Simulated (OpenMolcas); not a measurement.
# V3+, Nb3+, Ta3+: d2 down the group

```yaml
Program: OpenMolcas
Method: RASSCF
Basis: ANO-RCC-VTZP
Scalar_Hamiltonian: DKH2, point nucleus
Spin-orbit_coupling: state interaction with AMFI integrals over the reference wave functions, term energies averaged over their components
```

Active space for each ion: 8 electrons in 8 orbitals (RAS1 p, at most 2 holes; RAS2 d).

Computed levels in cm-1 above 3F2:

| Level | V3+ | Nb3+ | Ta3+ |
| --- | --- | --- | --- |
| 3F3 | 350 | 1154 | 4901 |
| 3F4 | 801 | 2516 | 9464 |
| 1D2 | 12735 | 10321 | 13519 |
| 3P0 | 15632 | 11557 | 12858 |
| 3P1 | 15754 | 12017 | 15501 |
| 3P2 | 16010 | 13116 | 20821 |
| 1G4 | 22255 | 17187 | 21811 |
| 1S0 | 46117 | 35630 | 41495 |
| weight of 3F in the lowest level (%) | 100 | 99 | 93 |

Mixed levels, with the weight of the term that names them: Ta3+ 1D2 (57 %), Ta3+ 3P2 (62 %).

Measured, with the error of the calculation in %. Measured levels: V3+ from Sugar and Corliss, J. Phys. Chem. Ref. Data 7, 1191 (1978).

```
Level            V3+
  3F3     325 (+7.5)
  3F4     735 (+9.0)
  1D2  10959 (+16.2)
  3P1  13239 (+19.0)
  3P2  13458 (+19.0)
  1G4  18391 (+21.0)
  1S0   42462 (+8.6)
```

The fine-structure level 3F4 changes by a factor of 11.8 from V3+ to Ta3+.

Without spin-orbit coupling 1D lies 12294, 9121, 9065 cm-1 above 3F in that order; the difference to the level 1D2, of either sign, comes from spin-orbit coupling, which also lowers the zero.

Without dynamic correlation excited terms often stand tens of per cent too high (terms of higher spin than the ground term too low), and those without a measured partner can miss by more than the paired ones. Active for correlation alone: 3p; no level in the range computed is led by a configuration that opens it, so any true level of that kind is missing (holds for V3+). Active for correlation alone: 4p; no level in the range computed is led by a configuration that opens it, so any true level of that kind is missing (holds for Nb3+). Active for correlation alone: 5p; no level in the range computed is led by a configuration that opens it, so any true level of that kind is missing (holds for Ta3+). Computed and measured levels are paired by configuration, term and J; levels that our copy of the source lacks, or whose pairing is in doubt (as where it misses far off the trend of its configuration), stay unpaired and out of the deviations. Levels of configurations outside the active space are missing.
